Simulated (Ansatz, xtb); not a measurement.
Molecule: ZrO$_{3}$ (charge 0, singlet). SMILES: [O]=[Zr]1[O][O]1
Geometry from a B3LYP-D3(BJ)/def2-TZVP (Ansatz, an electronic-structure program) optimisation:
```xyz
4

Zr     0.0277    -0.2201     0.3424
O     -0.0581    -1.6591    -0.6711
O      0.7036     1.3783    -0.5815
O     -0.7841     1.3810    -0.4594
```
Charge 0, spin multiplicity 1.

Harmonic wavenumbers from GFN2-xTB (xtb, at its own minimum), cm⁻¹: 160, 187, 575, 584, 785, 927.

Task: Give the harmonic wavenumbers at B3LYP-D3(BJ)/def2-TZVP (Ansatz, finite differences of forces, unscaled).

Result: 191, 221, 596, 599, 865, 930 cm⁻¹. Zero-point energy 4.9 kcal/mol.

Task: From these and the geometry, give the ideal-gas thermochemistry at 298.15 K and 1 atm (rigid rotor, harmonic oscillator).

Result: Point group Cs, rotational symmetry number 1. Rotational constants 11.82, 3.922, 3.717 GHz. S(trans) 40.70, S(rot) 25.04, S(vib) 5.36, S(elec, spin only) 0.00, S 71.1 cal/(mol K). H(298) - H(0) 3.33 kcal/mol; G - E(el) -13.0 kcal/mol.
